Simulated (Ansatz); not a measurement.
`NC#C[SiH2][SiH3]` + `[NH2][GeH3]` → `[SiH3][SiH2][NH][GeH3]` + `C#CN` at 500 K and 1 bar (ligand exchange at the Si–C bond).

Calculated with Ansatz (gas phase, PBE0-D4/def2-TZVP geometries, no zero-point term in ΔE). CCSD(T)/CBS is the MP2 limit (def2-TZVPP, def2-QZVPP) plus CCSD(T) − MP2 in def2-TZVPP, frozen cores. This one scheme is used for every species. For Ge outer-core shells are correlated without core-valence functions, which leaves a few kJ/mol of doubt a bond. Scalar relativity is left out up to krypton. One conformer a species, not always the lowest.

```tsv
species	CCSD(T)/CBS energy (Eh)	H − E (kJ/mol)	S (J/(mol·K))
`NC#C[SiH2][SiH3]`	-713.10657	261.7	463.4
`[NH2][GeH3]`	-2133.81884	158.0	315.9
`[SiH3][SiH2][NH][GeH3]`	-2714.39913	272.8	488.4
`C#CN`	-132.52893	143.8	289.2
```

H − E and S are ideal-gas, rigid-rotor, harmonic terms from PBE0-D4/def2-TZVP, for one conformer and one mirror image of each species. 1 Eh = 2625.50 kJ/mol, R = 8.31446 J/(mol·K).

Task: By hand: ΔE, ΔH, ΔS and ΔG.

Result: ΔE = (-2714.39913) + (-132.52893) − (-713.10657) − (-2133.81884) = -0.00265 Eh = -7.0 kJ/mol. Δ(H − E) = 272.8 + 143.8 − 261.7 − 158.0 = -3.1, so ΔH = -10.1 kJ/mol. ΔS = 488.4 + 289.2 − 463.4 − 315.9 = -1.7 J/(mol·K). ΔG = -10.1 − 500 × (-1.7)/1000 = -9.2 kJ/mol.

Task: By hand: the equilibrium constant, and the temperature at which ΔG would vanish if ΔH and ΔS stayed fixed.

Result: log₁₀ K = −ΔG/(RT ln 10) = 1.0. ΔG = 0 at ΔH/ΔS = 5941 K, far beyond where these terms or the molecules hold.

The number of gas molecules stays the same, so ΔS is small and ΔH decides. A doubt of 5 kJ/mol in ΔE shifts log₁₀ K by 0.5 here. Other conformers and mirror images would add mixing entropy, several J/(mol·K) or more a flexible species. Modes under 60 cm⁻¹, often nearly free rotors, make the harmonic entropy too high. These are equilibria of isolated gas molecules and say nothing of rates. Largest T1 diagnostic: 0.013 (customary marks: 0.02 for closed shells, 0.045 for open ones).
